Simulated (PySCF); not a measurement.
All of these have the formula C8H10Si. Method: TDDFT wB97X-D/def2-SVPD, vertical, gas phase, core orbitals frozen in the response (PySCF). Geometries: PBE0-D3(BJ)/def2-SVP; one conformer of each isolated species. Triplets are in the Tamm–Dancoff approximation. 'Strongest' means the level of largest summed f among the lowest 10 singlets; it needn't be the same kind of state in each.

Question: Rank by computed energy of the strongest computed level, highest first.
A. `CC#CC1=C[Si@@H](C)C=C1`
B. `CC#CC#C/C=C\C[SiH3]`
C. `C([SiH2]C#CC1CCC1)#C`
D. `C#C[Si]1(C=C)CC=CC1`

Answer: C (7.64 eV), D (6.89 eV), B (5.80 eV), A (5.53 eV).

```json
{"SMILES": "C#C[SiH2]C#CC1CCC1", "strongest (eV)": "7.64", "LUMO (eV)": "1.47", "f (S1)": "0.000", "gap (eV)": "10.89", "T1 (eV)": "4.86", "S1 mainly": "H-1→L (37%)"}
{"SMILES": "C#C[Si]1(C=C)CC=CC1", "strongest (eV)": "6.89", "LUMO (eV)": "1.30", "f (S1)": "0.000", "gap (eV)": "10.18", "T1 (eV)": "4.32", "S1 mainly": "H-3→L+1 (28%)"}
{"SMILES": "CC#CC#C/C=C\\C[SiH3]", "strongest (eV)": "5.80", "LUMO (eV)": "0.30", "f (S1)": "0.012", "gap (eV)": "8.23", "T1 (eV)": "2.90", "S1 mainly": "H-1→L (76%)"}
{"SMILES": "CC#CC1=C[Si@@H](C)C=C1", "strongest (eV)": "5.53", "LUMO (eV)": "0.03", "f (S1)": "0.064", "gap (eV)": "8.16", "T1 (eV)": "2.52", "S1 mainly": "H→L (94%)"}
```

H and L stand for HOMO and LUMO.

- `C#C[SiH2]C#CC1CCC1`: Löwdin shares by element: HOMO carbon 71% or more, silicon 7% (atoms not listed hold the other 22%); LUMO carbon 42% or more, silicon 20% (atoms not listed hold the other 38%).
- `C#C[Si]1(C=C)CC=CC1`: Löwdin shares by element: HOMO carbon 83% or more (atoms not listed hold the other 17%); LUMO carbon 62% or more, silicon 10% (atoms not listed hold the other 28%).
- `CC#CC#C/C=C\C[SiH3]`: Löwdin shares by element: HOMO carbon 61% or more (atoms not listed hold the other 39%); LUMO carbon 62% or more (atoms not listed hold the other 38%).
- `CC#CC1=C[Si@@H](C)C=C1`: Löwdin shares by element: HOMO carbon 69% or more (atoms not listed hold the other 31%); LUMO carbon 64% or more (atoms not listed hold the other 36%).
